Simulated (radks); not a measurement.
Results of a calculation; reference values are marked as such.
Ionisation of P, [Ne] 3s2 3p3, to P+, [Ne] 3s2 3p2, under several functionals. Scalar-relativistic Kohn-Sham, spin-polarised, spherical densities, finite nucleus; open shells are filled with parallel spins first; a radial shooting solver on a logarithmic mesh with Libxc functionals.

RPBE: E(P) (hartree) -342.10388; Exc (hartree) -23.21923; IE (eV) 10.537; -e(HOMO) (eV) 6.279; <r> HOMO (bohr) 2.326; IE error (eV) +0.051
LDA (Slater exchange, Perdew-Wang correlation): E(P) (hartree) -340.84712; Exc (hartree) -21.91612; IE (eV) 10.519; -e(HOMO) (eV) 6.277; <r> HOMO (bohr) 2.327; IE error (eV) +0.032
exchange-only LDA: E(P) (hartree) -339.73493; Exc (hartree) -20.77035; IE (eV) 9.677; -e(HOMO) (eV) 5.522; <r> HOMO (bohr) 2.369; IE error (eV) -0.810
exchange-only r2SCAN: E(P) (hartree) -341.58234; Exc (hartree) -22.69365; IE (eV) 10.379; -e(HOMO) (eV) 6.230; <r> HOMO (bohr) 2.325; IE error (eV) -0.107
B86b exchange with PBE correlation: E(P) (hartree) -342.11436; Exc (hartree) -23.22913; IE (eV) 10.557; -e(HOMO) (eV) 6.299; <r> HOMO (bohr) 2.325; IE error (eV) +0.070
BLYP: E(P) (hartree) -342.13386; Exc (hartree) -23.24655; IE (eV) 10.227; -e(HOMO) (eV) 5.957; <r> HOMO (bohr) 2.331; IE error (eV) -0.260

NIST Atomic Spectra Database: 10.487 eV (measured). Closest: LDA (Slater exchange, Perdew-Wang correlation). The Delta-SCF values span 0.88 eV, the total energies 2.40 hartree. The highest occupied level is 3p. Open shells are spherical and high-spin; term and fine-structure splittings are not resolved.
